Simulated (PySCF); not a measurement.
# Where the electron goes

Compound: C₇H₈ClP.
Geometry (PBE0-D3(BJ)/def2-SVP, Å), atoms numbered from 1 in this order:
```
atom  x, y, z in Å
C1     1.1452    0.2842   -0.8167
P2     0.4856   -0.2117    0.8476
C3    -1.2870    0.2275    0.6292
C4    -1.7276    1.4699    1.1043
C5    -3.0523    1.8716    0.9574
C6    -3.9598    1.0110    0.3417
Cl7   -5.6136    1.4932    0.1652
C8    -3.5523   -0.2368   -0.1284
C9    -2.2206   -0.6168    0.0135
H10    1.1392    1.3824   -0.8807
H11    0.5578   -0.1221   -1.6526
H12    2.1894   -0.0527   -0.9047
H13    0.3413   -1.6063    0.5745
H14   -1.0217    2.1370    1.6078
H15   -3.3903    2.8414    1.3262
H16   -4.2775   -0.8993   -0.6039
H17   -1.9052   -1.5930   -0.3646
```

Method: TDDFT CAM-B3LYP/def2-SVPD, vertical, gas phase, core orbitals frozen in the response (PySCF 2.14.0, density-fitted response routines).

Kohn–Sham orbitals with the atoms that hold most of them (Löwdin shares over 4%, at most four atoms; ? is withheld):

```csv
orbital,ε (eV),atoms
LUMO+2,1.09,"P2 14%, Cl7 12%, C1 11%, H17 9%"
LUMO+1,0.32,"C4 20%, C8 20%, C9 16%, C5 15%"
LUMO,0.10,?
HOMO,?,?
HOMO-1,-8.80,"P2 29%, C3 14%, Cl7 13%, C6 9%"
HOMO-2,-9.03,"C8 22%, C4 20%, C9 19%, C5 18%"
HOMO-3,-10.46,"Cl7 77%, C6 10%"
```

(1) Which atoms hold the HOMO, and with what shares?

(2) Which atoms hold the LUMO, and with what shares?

(3) What is the HOMO energy, and the HOMO–LUMO gap?

Answers

(1) P2 (bonded to 2 C and H) 34%; C3 (bonded to 2 C and P) 14%; C6 (bonded to 2 C and Cl) 10%; Cl7 (bonded to C) 10%. By element: phosphorus 34%, carbon 24% or more, chlorine 10%.

(2) C6 (bonded to 2 C and Cl) 19%; C3 (bonded to 2 C and P) 19%; C9 (bonded to 2 C and H) 12%; C5 (bonded to 2 C and H) 10%.

(3) ε(HOMO) = -8.05 eV; the gap is 8.15 eV (0.2996 hartree).

Question: The HOMO–LUMO gap is 8.15 eV. Where does the response calculation put the lowest singlet, and from which orbitals?

Answer: S1 is at 5.14 eV (f = 0.0091), 3.01 eV below the gap, made of HOMO→LUMO+1 (52%), HOMO-2→LUMO (27%), HOMO-1→LUMO+1 (11%). Its leading pair isn't HOMO and LUMO; the energies of that pair differ by 8.37 eV. 

Question: One configuration dominates each of S2 and S3. Which, and how do the shares of the two leading atoms of either orbital change from the occupied to the empty one?

Answer: 
- S2 (5.35 eV, f 0.212), HOMO→LUMO (82%): P2 34% → at most 11%, C3 14% → 19%, C6 10% → 19%
- S3 (5.95 eV, f 0.054), HOMO-1→LUMO (74%): P2 29% → at most 11%, C3 14% → 19%, C6 9% → 19%

Löwdin shares depend on the basis, the more so with diffuse functions.

One conformer stands for the species.
